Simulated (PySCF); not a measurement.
Species: C₆H₁₄P₂.
Z-matrix (Å and degrees, PBE0-D3(BJ)/def2-SVP geometry), rows numbered from 1:
```
C 
C   1  1.3370
C   2  1.4865  1  125.00
P   3  1.8843  2  116.27  1  -108.00
C   4  1.6693  3  121.47  2   172.06
P   4  2.2290  3  100.16  2    44.43
C   4  1.8322  3  102.42  2   -64.02
C   7  1.5200  4  113.27  3   166.64
H   1  1.0927  2  121.45  3   177.57
H   1  1.0950  2  121.45  3    -2.59
H   2  1.0971  1  118.34  3  -178.02
H   3  1.1018  2  111.93  1    12.12
H   3  1.1041  2  112.35  1   132.74
H   5  1.0933  4  117.70  3    84.87
H   5  1.0911  4  119.87  3   -72.98
H   6  1.4276  4   93.68  3    53.48
H   6  1.4254  4   91.84  3   147.81
H   7  1.1038  4  105.55  3   -71.44
H   7  1.1014  4  107.85  3    42.67
H   8  1.1017  7  111.06  4   -64.59
H   8  1.1005  7  110.86  4   175.90
H   8  1.0990  7  110.74  4    55.03
```

All values: PBE0/pcSseg-1 (PySCF, non-relativistic), on one gas-phase PBE0-D3(BJ)/def2-SVP geometry that isn't relaxed in the solvent. The solvent is an IEF-PCM continuum (Bondi radii, 1.10 Å for H, scaled by 1.2). Specific hydrogen bonds and non-electrostatic terms are outside this model.

```
run  E − E(gas) (kcal/mol)  HOMO (eV)  HOMO–LUMO gap (eV)  dipole (D)
gas                   0.00      -4.95                4.55        1.85
  P                  -4.62      -5.07                4.77        2.51
  Q                  -2.46      -5.00                4.66        2.19
```

**Question.** The runs were made in chloroform and cyclohexane. Which run belongs to which solvent?

**Answer.** P = chloroform, Q = cyclohexane. The dielectric constants are 2.017 (cyclohexane), 4.711 (chloroform), and the energy falls further as ε rises. In this model the ground state sees the solvent through ε alone.

**Question.** How constant is the ratio of the lowering to (ε − 1)/(2ε + 1)?

**Answer.** 
```
    solvent  (ε − 1)/(2ε + 1)  E − E(gas) (kcal/mol)  ratio (kcal/mol)  polarisation term (kcal/mol)
cyclohexane             0.202                  -2.46             -12.2                         -2.61
 chloroform             0.356                  -4.62             -13.0                         -5.15
```

The ratio changes by +6.5 % in size from cyclohexane to chloroform. The polarisation term is half the interaction of the solute with the induced surface charges.

The run took 78 s on Arm Neoverse N1, one thread, no GPU, shared host with 64 logical CPUs at a one-minute load of 24, and the process peaked at 1.2 GiB of memory. This is the whole shielding run at PBE0/pcSseg-1 in chloroform, SCF included.
